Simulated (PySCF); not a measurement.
CH3AlF, doublet, geometry from GFN2-xTB (such geometries of metal compounds can be far from the true shape) (the spin is typed, not shown lowest); DF-PBE0/6-31+G* (PySCF).

The PySCF input:
```python
from pyscf import gto, scf, dft

mol = gto.Mole()
mol.atom = '''
    Al    0.440025   -0.099775    0.263339
    C    -0.053337    1.407430   -0.997494
    H    -0.866122    2.024723   -0.605639
    H    -0.370417    1.041093   -1.977514
    H     0.810400    2.058143   -1.151125
    F    -0.552685   -1.363497    0.699537
'''
mol.basis = '6-31+g*'
mol.charge = 0
mol.spin = 1
mol.verbose = 4
mol.build()

mf = dft.UKS(mol)
mf.xc = 'pbe0'
mf = mf.density_fit(auxbasis='def2-universal-jkfit')
mf.kernel()
```

Output, abridged:

```
PySCF version 2.14.0

[INPUT] verbose = 4
[INPUT] num. atoms = 6
[INPUT] num. electrons = 31
[INPUT] charge = 0
[INPUT] spin (= nelec alpha-beta = 2S) = 1
[INPUT] symmetry False subgroup None
[INPUT] Mole.unit = angstrom
[INPUT] Symbol           X                Y                Z      unit          X                Y                Z       unit  Magmom
[INPUT]  1 Al     0.440025000000  -0.099775000000   0.263339000000 AA    0.831526737962  -0.188547424078   0.497638587917 Bohr   0.0
[INPUT]  2 C     -0.053337000000   1.407430000000  -0.997494000000 AA   -0.100792322306   2.659657239497  -1.884990470897 Bohr   0.0
[INPUT]  3 H     -0.866122000000   2.024723000000  -0.605639000000 AA   -1.636733370461   3.826171948108  -1.144491840355 Bohr   0.0
[INPUT]  4 H     -0.370417000000   1.041093000000  -1.977514000000 AA   -0.699986681883   1.967380640202  -3.736959867493 Bohr   0.0
[INPUT]  5 H      0.810400000000   2.058143000000  -1.151125000000 AA    1.531434051348   3.889326595191  -2.175310985140 Bohr   0.0
[INPUT]  6 F     -0.552685000000  -1.363497000000   0.699537000000 AA   -1.044423283155  -2.576635901666   1.321933344000 Bohr   0.0

nuclear repulsion = 87.495298425603
number of shells = 32
number of NR pGTOs = 129
number of NR cGTOs = 64
basis = 6-31+g*
ecp = {}

******** <class 'pyscf.df.df_jk.DFUKS'> ********
method = DFUKS
initial guess = minao
damping factor = 0
level_shift factor = 0
DIIS = <class 'pyscf.scf.diis.CDIIS'>
diis_start_cycle = 1
diis_space = 8
diis_damp = 0
SCF conv_tol = 1e-09
SCF conv_tol_grad = None
SCF max_cycles = 50
direct_scf = False
number electrons alpha = 16  beta = 15
XC library pyscf.dft.libxc version 7.1.2
    S. Lehtola, C. Steigemann, M. J. T. Oliveira, and M. A. L. Marques,  SoftwareX 7, 1–5 (2018)
XC functionals = pbe0
    C. Adamo and V. Barone,  J. Chem. Phys. 110, 6158 (1999)
    M. Ernzerhof and G. E. Scuseria,  J. Chem. Phys. 110, 5029 (1999)
radial grids:
    Treutler-Ahlrichs [JCP 102, 346 (1995); DOI:10.1063/1.469408] (M4) radial grids

becke partition: Becke, JCP 88, 2547 (1988); DOI:10.1063/1.454033
pruning grids: <function nwchem_prune>
grids dens level: 3
symmetrized grids: False
atomic radii adjust function: <function treutler_atomic_radii_adjust>
small_rho_cutoff = 0
Set gradient conv threshold to 3.16228e-05
tot grids = 76984
******** <class 'pyscf.df.df.DF'> ********
auxbasis = def2-universal-jkfit
init E= -381.850937012555

cycle= 1 E= -381.859131777928  delta_E= -0.00819  |g|= 0.454  |ddm|= 1.59
cycle= 2 E= -381.70268836886  delta_E= 0.156  |g|= 0.819  |ddm|= 0.892
cycle= 3 E= -381.946108004662  delta_E= -0.243  |g|= 0.0754  |ddm|= 0.526
cycle= 4 E= -381.948737758302  delta_E= -0.00263  |g|= 0.0286  |ddm|= 0.0859
cycle= 5 E= -381.949228818346  delta_E= -0.000491  |g|= 0.00176  |ddm|= 0.047
cycle= 6 E= -381.949237422962  delta_E= -8.6e-06  |g|= 0.000642  |ddm|= 0.0161
cycle= 7 E= -381.949238083899  delta_E= -6.61e-07  |g|= 0.000203  |ddm|= 0.0036
cycle= 8 E= -381.949238161882  delta_E= -7.8e-08  |g|= 6.21e-05  |ddm|= 0.00132
cycle= 9 E= -381.949238166837  delta_E= -4.95e-09  |g|= 1.57e-05  |ddm|= 0.000175
cycle= 10 E= -381.9492381672  delta_E= -3.63e-10  |g|= 4.1e-06  |ddm|= 4.92e-05
Extra cycle  E= -381.949238167214  delta_E= -1.4e-11  |g|= 4.65e-06  |ddm|= 1.02e-05
converged SCF energy = -381.949238167214  <S^2> = 0.75278399  2S+1 = 2.0027821
```
